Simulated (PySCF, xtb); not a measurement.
C₃H₅, SMILES C=[C]C, multiplicity 2.

Harmonic wavenumbers (cm⁻¹) from xtb with GFN2-xTB at its own minimum, in rising order: 112, 275, 441, 850, 906, 963, 1030, 1083, 1370, 1385, 1442, 1454, 1813, 2831, 2872, 2989, 2998, 3044.

Question: What does PBE-D3(BJ)/def2-TZVP (PySCF 2.14.0) give at its own minimum? (The exact figures need the calculation; the answer reports its results.)

Answer: 183, 300, 462, 838, 873, 917, 1009, 1061, 1334, 1366, 1397, 1415, 1716, 2893, 2956, 2990, 3017, 3083. Paired by order, the mean absolute difference is 38 cm⁻¹ and the zero-point energies are 39.8 and 39.8 kcal/mol.
